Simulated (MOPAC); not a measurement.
MOPAC input (AM1):

```
AM1 FORCE THERMO(298,298) PRECISE LET UHF MS=0.5 GEO-OK AUX(PRECISION=9) THREADS=1
C2HO

C     1.22450682 1   -0.13681819 1   -0.16039169 1
C    -0.01519567 1   -0.00317766 1    0.01391391 1
O    -1.20581247 1    0.12529469 1    0.18101690 1
H     2.26453455 1   -0.24909815 1   -0.30622062 1
```

From the output:

```
     H    4   6.079678   0.486825   0.195394   6.450539

          HEAT OF FORMATION =      41.535735 KCALS/MOLE

          ZERO POINT ENERGY      12.856 KCAL/MOL

           NORMAL COORDINATE ANALYSIS (Total motion = 1 Angstrom)

   Root No.       1         2         3         4         5         6         7

                 1 Pi      1 Pi      2 Pi      2 Pi      1 Sig     2 Sig     3 Sig

                 412.6     412.6     548.4     548.4    1438.4    2194.1    3438.7

           1    0.0000    0.0000    0.0000   -0.0000    0.3326   -0.1623   -0.0862
           2   -0.2050   -0.0001   -0.0579    0.0009    0.0000   -0.0000   -0.0000
           3    0.0001   -0.2050   -0.0009   -0.0579    0.0000   -0.0000    0.0000
           4   -0.0001   -0.0000    0.0000   -0.0000   -0.0127    0.4319    0.0071
           5    0.3350    0.0001   -0.0798    0.0013   -0.0000    0.0001    0.0000
           6   -0.0001    0.3350   -0.0013   -0.0798   -0.0000    0.0000    0.0000
           7    0.0000    0.0000   -0.0000    0.0000   -0.2647   -0.1888    0.0024
           8   -0.1191   -0.0000    0.0524   -0.0008   -0.0000   -0.0000   -0.0000
           9    0.0000   -0.1191    0.0008    0.0524   -0.0000   -0.0000   -0.0000
          10   -0.0001   -0.0000   -0.0001    0.0000    0.3900   -0.2170    0.9043
          11    0.3409    0.0001    0.8098   -0.0128    0.0001    0.0000    0.0001
          12   -0.0001    0.3409    0.0128    0.8098    0.0000   -0.0000    0.0000

           MASS-WEIGHTED COORDINATE ANALYSIS (NORMAL COORDINATES)

   Root No.       1         2         3         4         5         6         7

                 1 Pi      1 Pi      2 Pi      2 Pi      1 Sig     2 Sig     3 Sig

                 412.6     412.6     548.4     548.4    1438.4    2194.1    3438.7

           1    0.0001    0.0000    0.0000   -0.0000    0.7142   -0.3156   -0.3124
           2   -0.4793   -0.0033   -0.2215    0.0027    0.0001   -0.0000   -0.0000
           3    0.0033   -0.4793   -0.0027   -0.2215    0.0000   -0.0000    0.0000
           4   -0.0001   -0.0000    0.0000   -0.0000   -0.0273    0.8401    0.0258
           5    0.7833    0.0054   -0.3051    0.0037   -0.0000    0.0001    0.0000
           6   -0.0054    0.7833   -0.0037   -0.3051   -0.0000    0.0000    0.0000
           7    0.0000    0.0000   -0.0000    0.0000   -0.6560   -0.4238    0.0100
           8   -0.3214   -0.0022    0.2312   -0.0028   -0.0001   -0.0001   -0.0000
           9    0.0022   -0.3214    0.0028    0.2312   -0.0000   -0.0000   -0.0000
          10   -0.0000   -0.0000   -0.0001    0.0000    0.2426   -0.1223    0.9495
          11    0.2309    0.0016    0.8968   -0.0110    0.0000    0.0000    0.0002
          12   -0.0016    0.2309    0.0110    0.8968    0.0000   -0.0000    0.0000

          DESCRIPTION OF VIBRATIONS

 VIBRATION          2    1Pi         ATOM PAIR     ENERGY CONTRIBUTION    RADIAL
 FREQUENCY           412.63         C 1 -- C 2         +44.1% ( 86.2%)      0.0%
 TRANSITION DIPOLE   1.6579         C 2 -- O 3         +40.8% ( 82.9%)      0.0%
 TRAVEL (Ang.)       0.1751         C 1 -- H 4         +15.1% ( 50.4%)      0.0%
 REDUCED MASS        5.3304
 EFFECTIVE MASS     12.0228
 FORCE CONSTANT      0.5347

 VIBRATION          4    2Pi         ATOM PAIR     ENERGY CONTRIBUTION    RADIAL
 FREQUENCY           548.40         C 1 -- H 4         +88.0% ( 88.5%)      0.0%
 TRANSITION DIPOLE   0.6497         C 2 -- O 3          +8.6% ( 27.8%)      0.0%
 TRAVEL (Ang.)       0.3847         C 1 -- C 2          +3.4% ( 17.4%)      0.0%
 REDUCED MASS        0.8309
 EFFECTIVE MASS      2.4641
 FORCE CONSTANT      0.1472

 VIBRATION          5    1Sig        ATOM PAIR     ENERGY CONTRIBUTION    RADIAL
 FREQUENCY          1438.44         C 1 -- C 2         +45.9% ( 83.1%)    100.0%
 TRANSITION DIPOLE   1.3080         C 1 -- H 4         +31.6% ( 68.9%)    100.0%
 TRAVEL (Ang.)       0.0877         C 2 -- O 3         +22.5% ( 58.1%)    100.0%
 REDUCED MASS        6.0912
 EFFECTIVE MASS     14.5825
 FORCE CONSTANT      7.4258

 VIBRATION          6    2Sig        ATOM PAIR     ENERGY CONTRIBUTION    RADIAL
 FREQUENCY          2194.05         C 2 -- O 3         +51.9% ( 90.1%)    100.0%
 TRANSITION DIPOLE   3.8468         C 1 -- C 2         +45.4% ( 84.3%)    100.0%
 TRAVEL (Ang.)       0.0681         C 1 -- H 4          +2.7% ( 20.5%)    100.0%
 REDUCED MASS        6.6195
 EFFECTIVE MASS     12.6430
 FORCE CONSTANT     18.7745

 VIBRATION          7    3Sig        ATOM PAIR     ENERGY CONTRIBUTION    RADIAL
 FREQUENCY          3438.67         C 1 -- H 4         +97.6% ( 99.9%)    100.0%
 TRANSITION DIPOLE   1.3419         C 1 -- C 2          +2.4% ( 15.6%)    100.0%
 TRAVEL (Ang.)       0.1449
 REDUCED MASS        0.9338
 EFFECTIVE MASS      1.6427
 FORCE CONSTANT      6.5055

      SYMMETRY NUMBER FOR POINT-GROUP C*v =  1

          SYSTEM IS A GROUND STATE

 C2HO

          MOLECULE IS LINEAR

          THERE ARE  7 GENUINE VIBRATIONS IN THIS SYSTEM
          THIS THERMODYNAMICS CALCULATION IS LIMITED TO
          MOLECULES WHICH HAVE NO INTERNAL ROTATIONS

                    CALCULATED THERMODYNAMIC PROPERTIES
                                          *
   TEMP. (K)   PARTITION FUNCTION   H.O.F.    ENTHALPY  HEAT CAPACITY ENTROPY
                                   KCAL/MOL   CAL/MOLE    CAL/K/MOL  CAL/K/MOL

 298.00  VIB.     0.1554D+01                   615.7465     5.2680     2.9429
         ROT.     0.5866D+03                   592.1869     1.9872    14.6544
         INT.     0.9119D+03                  1207.9334     7.2552    17.5973
         TRA.     0.2541D+27                  1480.4672     4.9680    37.0602
         TOT.                       41.536    2688.4006    12.2232    54.6575

   *: NOTE: HEATS OF FORMATION ARE RELATIVE TO THE
            ELEMENTS IN THEIR STANDARD STATE AT 298K
              (=  Standard Enthalpy of Formation).

            Hvib:  Zero-point energy is not included.
                   frequencies of less than zero cm-1 are not included.
            Hrot = (3/2)RT
            Htra = (3/2)RT + pV = (5/2)RT

            Heat capacity is Cp, not Cv

          For more information, see: HTTP://OpenMOPAC.net/Manual/thermochemistry.html

           FORCE CONSTANT IN CARTESIAN COORDINATES (Millidynes/A)

    ATOM   CHEMICAL       X               Y               Z
   NUMBER   SYMBOL  FORCE CONSTANT  FORCE CONSTANT  FORCE CONSTANT

      1       C       19.029817        0.381346        0.381346
      2       C       24.112233        0.937495        0.937495
      3       O       16.554236        0.317490        0.317490
      4       H        6.446074        0.149006        0.149006

 **********************
 *                    *
 * JOB ENDED NORMALLY *
 *                    *
 **********************

 == MOPAC DONE ==
```
